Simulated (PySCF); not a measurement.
# Cd: excitation energy

Cd [Kr] 4d10 5s2 (1S) → Cd [Kr] 4d10 5s1 6s1 (3S), as a difference of total energies. All numbers are calculated (PySCF 2.14, scalar relativity by spin-free X2C-1e, in x2c-TZVPPall with one added diffuse shell each of s, p, d, f type (9s7p7d3f1g, 95 functions)). Correlated levels: valence: [Kr] frozen; valence and next inner shell: [Ar] 3d10 frozen. The calculations carry no spin-orbit coupling.

| method | excitation energy (eV) |
| --- | --- |
| UHF | 4.961 |
| LDA | 6.670 |
| PBE | 6.292 |
| PBE0 | 6.063 |
| r2SCAN | 6.249 |
| TPSSh | 6.071 |
| BP86 | 6.439 |
| wB97M-V | 6.252 |
| BHandHLYP | 6.157 |
| MP2 (valence) | 6.306 |
| SCS-MP2 (valence) | 6.335 |
| MP2 (valence and next inner shell) | 6.388 |
| SCS-MP2 (valence and next inner shell) | 6.389 |

Question: How much does correlation contribute at MP2 (valence and next inner shell)?

Answer: 6.388 − (4.961) = 1.427 eV, measured against UHF.

Errors of the correlated levels include the incompleteness of this basis and the frozen core.

For comparison: 6.383 eV (measured; NIST levels).
